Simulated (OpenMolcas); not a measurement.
## Rh3+: moving or changing the point charges

Rh3+ among 5 point charges of -2 e arranged as a trigonal bipyramid (D3h), 2.14 Å from the ion, with the axial distance 2.033 Å.
```
   2.1400    0.0000    0.0000  -2.00
  -1.0700    1.8533    0.0000  -2.00
  -1.0700   -1.8533    0.0000  -2.00
   0.0000    0.0000    2.0330  -2.00
   0.0000    0.0000   -2.0330  -2.00
```

```json
{"Program": "OpenMolcas", "Method": "CASSCF", "Basis": "ANO-RCC-VDZP [6s5p3d1f]", "Scalar Hamiltonian": "DKH2, point nucleus", "Active space": "6 electrons in 5 orbitals (4d)", "State averaging": "2S+1 = 5 even, 5 roots; 2S+1 = 3 even, 45 roots; 2S+1 = 1 even, 50 roots", "Spin-orbit coupling": "RASSI with atomic mean-field integrals over the reference wave functions"}
```

Runs around this geometry, states (labels of D3, the rotations of D3h). Energies in cm-1 above the lowest state or level, χT in cm3 K/mol.

```
R (Å)  q (e)  Axial / equatorial distance  Ground state  First state of that spin  First gap with spin-orbit (degeneracies)  χT at 300 K  First state of another spin
 2.14   -1.3                         0.95            5E                   5E 1119                              409.9 (2, 1)        5.307                    3A2 16422
 2.03     -2                         0.95            5E                   5E 2170                              581.5 (2, 1)        5.137                    3A2 13288
 2.14     -2                         0.95            5E                   5E 2026                              556.0 (2, 1)        5.174                    3A2 14877
 2.24     -2                         0.95            5E                   5E 1910                              536.6 (2, 1)        5.199                    3A2 15972
 2.14     -2                         1.03            5E                  5E 230.7                                0.2 (1, 1)        5.260                    3A2 15042
```

Taking the first state of the same spin as R^-n, n = -ln(1910 / 2170) / ln(2.24 / 2.03) = 1.3 between the shortest and longest distance.

Scaling the charges by -1.3 / -2 = 0.65 scales the first state of the same spin by 1119 / 2026 = 0.55; with fixed orbitals a first-order splitting would follow the charge.

An orbital doublet at a regular site is open to a Jahn-Teller distortion, which this geometry leaves out. Without dynamic correlation the repulsion within the d shell is too large (B by tens of per cent), so at a given field states of lower spin stand too high. Point charges give a weaker field than real ligands, and real ions of this kind are as a rule low spin; the high spin found here belongs to the model. This shell can be high or low spin here, a state of another spin lies low, and with metal d orbitals alone active their balance is uncertain, so the ground spin may be wrong (holds for R = 2.03, q = -2, ratio = 0.95; R = 2.14, q = -2, ratio = 0.95). Spin-orbit coupling mixes the spin-free states strongly: the lowest level takes only 55 % from its leading state, 5E (holds for R = 2.14, q = -2, ratio = 1.03). Point charges carry no covalency, so the field is a model and not that of real ligands. No measured value stands beside these numbers.
